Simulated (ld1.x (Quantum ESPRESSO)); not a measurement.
# Transferability test, TM potential for Ta

| Property | Result |
| --- | --- |
| Element | tantalum |
| Generator | ld1.x (Quantum ESPRESSO) 7.5 |
| Type | norm-conserving Troullier–Martins (Kleinman–Bylander form) |
| Functional | PBE |
| Relativity | scalar-relativistic |
| Frozen core | [Xe] 4f14 |
| Valence charge | 5 |
| Reference configuration | 5d3 6s1 6p1 |
| Partial waves | 6p (bound): rc 2.80 bohr; 5d (bound): rc 2.80 bohr; 6s (bound): rc 2.25 bohr |
| Local potential | the s channel |
| Core correction | none |

Energies are relative to the spin-unpolarised reference configuration 5d3 6s1 6p1; without spin polarisation the order of configurations can differ from experiment.

(1) Give the all-electron excitation energy and the error of the potential for: 5d3 6s2 6p0; 5d3 6s1 6p0; 5d3 6s0 6p0; 5d3 6s0 6p1; 5d3 6s1.5 6p0; 5d3.5 6s1.5 6p0; 5d2 6s2 6p1.

Levels in the configuration 5d3 6s1 6p0:

```json
{"level": "5d", "all-electron (eV)": "-10.486", "pseudo (eV)": "-10.471"}
{"level": "6s", "all-electron (eV)": "-11.620", "pseudo (eV)": "-11.602"}
```

## Answers

(1)

```tsv
valence configuration	charge	ΔE all-electron (eV)	error AE − PS (meV)
5d3 6s2 6p0	0	-4.178	+7.7
5d3 6s1 6p0	+1	4.289	+1.4
5d3 6s0 6p0	+2	19.261	+83
5d3 6s0 6p1	+1	9.368	+19
5d3 6s1.5 6p0	+0.5	-0.717	+1.3
5d3.5 6s1.5 6p0	0	-3.190	-7.5
5d2 6s2 6p1	0	-1.193	+38
```
